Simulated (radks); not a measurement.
Values are calculated unless marked as measured or tabulated.
Cr2+, 22 electrons, occupied as [Ar] 3d4 (the NIST ground configuration).

Level of theory: scalar-relativistic Kohn-Sham, r2SCAN, spin-polarised, spherical densities, finite nucleus; open shells are filled with parallel spins first; meta-GGA in the generalised Kohn-Sham scheme; Fermi nuclear charge, rms radius 3.6452 fm (a radial shooting solver on a logarithmic mesh with Libxc functionals).

Energy parts (hartree):
part                       energy
total                 -1050.05033
kinetic                1060.76565
electron-nucleus      -2489.16270
Hartree                 426.84231
exchange-correlation    -48.49559

Orbitals (lengths in bohr, moments of r in powers of bohr; <r^-3> diverges for s and p1/2):
| orbital | occ. | eigenvalue (hartree) | <r^-3> |
|---|---|---|---|
| 1s up | 1 | -217.6893 | - |
| 1s down | 1 | -217.6909 | - |
| 2s up | 1 | -25.61219 | - |
| 2s down | 1 | -25.53845 | - |
| 2p up | 3 | -21.59267 | 361.6 |
| 2p down | 3 | -21.53636 | 363.2 |
| 3s up | 1 | -3.66002 | - |
| 3s down | 1 | -3.46511 | - |
| 3p up | 3 | -2.56178 | 43.22 |
| 3p down | 3 | -2.36682 | 42.50 |
| 3d up | 4 | -0.89327 | 3.479 |
| 3d down | 0 | -0.69640 | 3.380 |

The highest occupied level is 3d up at -24.307 eV. The spin density at the nucleus is -0.986 e/bohr^3 (1s 0.033, 2s -2.028, 3s 1.009). For comparison, the ionisation energy in NIST's Atomic Spectra Database is 30.96 eV (measured). In exact Kohn-Sham theory the highest level is minus the ionisation energy, but local and semilocal functionals leave it too shallow, through self-interaction and a potential that decays too fast; potentials with the right tail come closer. The density falls to 0.001 e/bohr^3 at r = 3.07 bohr. The electron density at the nucleus is 1.15e+04 e/bohr^3 (large components only). Summed over all electrons, <r^2> = 16.39 bohr^2, which gives a Langevin (diamagnetic) susceptibility term of -13 x 10^-6 cm^3/mol.
